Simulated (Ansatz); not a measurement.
Start from `[SiH3][CH]1[GaH][Se]1` and change one atom or group to get `F[CH]1[GaH][Se]1`.

Ansatz, PBE0-D4/def2-TZVP geometries, multiplicity 1. 

Scalar relativity is left out up to krypton. Spin–orbit coupling is left out; it splits and shifts lone-pair levels of the heavy atoms by tenths of an eV.

| property | `[SiH3][CH]1[GaH][Se]1` |
| --- | --- |
| HOMO energy (PBE/def2-TZVPP) / eV | -5.60 |
| HOMO–LUMO gap (ωB97M-V/def2-TZVPP) / eV | 8.71 |
| LUMO energy (PBE0/def2-TZVPP) / eV | -1.67 |
| size of the dipole moment (B3LYP/def2-TZVPP) / D | 2.44 |
| LUMO energy (PBE/def2-TZVPP) / eV | -2.42 |
| LUMO energy (ωB97M-V/def2-TZVPP) / eV | 0.00 |

Question: What does the change do to each property? (Estimate.)

Answer: Computed: 
| property | `F[CH]1[GaH][Se]1` | shift |
| --- | --- | --- |
| HOMO energy (PBE/def2-TZVPP) / eV | -5.76 | -0.16 |
| HOMO–LUMO gap (ωB97M-V/def2-TZVPP) / eV | 8.82 | 0.11 |
| LUMO energy (PBE0/def2-TZVPP) / eV | -1.79 | -0.12 |
| size of the dipole moment (B3LYP/def2-TZVPP) / D | 2.63 | 0.19 |
| LUMO energy (PBE/def2-TZVPP) / eV | -2.52 | -0.10 |
| LUMO energy (ωB97M-V/def2-TZVPP) / eV | -0.09 | -0.09 |

With PBE0 the HOMO falls by 0.23 eV and the LUMO falls by 0.12 eV, so the gap widens by about 0.11 eV. PBE moves the HOMO by -0.16 eV and ωB97M-V by -0.20 eV. The zero-point energy changes by -59.5 kJ/mol with -9 modes. Dipoles are sizes alone; their direction can turn.

Positive LUMOs are unbound, so they and the gaps depend on the basis.

B3LYP here is the variant with VWN-RPA as its local correlation; programs differ in this.
